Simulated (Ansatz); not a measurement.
Species: CH2BN, SMILES `B[N+]#[C-]` (charge 0, multiplicity 1), formula CH2BN.

Problem. How many basis functions does Ansatz (a program for electronic structure) with frozen-core CCSD(T)/cc-pVTZ // M06-2X/def2-TZVP use, how many core orbitals are frozen, and how many electrons are correlated?

Solution. 118 basis functions and 3 frozen orbitals, which leaves 14 correlated electrons. Core time is of the order of seconds.
